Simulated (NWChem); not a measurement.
**Polarisability of ClSi (+1)**

```
Si
Cl 1 1.9939
```
Charge +1, spin multiplicity 1.

Everything below was run with NWChem. The geometry was optimised at PBE/def2-SVP, a minimum by its harmonic frequencies.

Basis set: Sadlej pVTZ. The field's frequency is 0.0428 Ha (1065 nm).

B3LYP has NWChem's definition, with VWN1-RPA local correlation. The structure started from a generated list of species.

One of these methods gave an isotropic polarisability of 33.10 bohr³. Which?
A. PBE
B. HF
C. B3LYP

A, PBE. The others give 32.04 (HF), 32.67 (B3LYP).
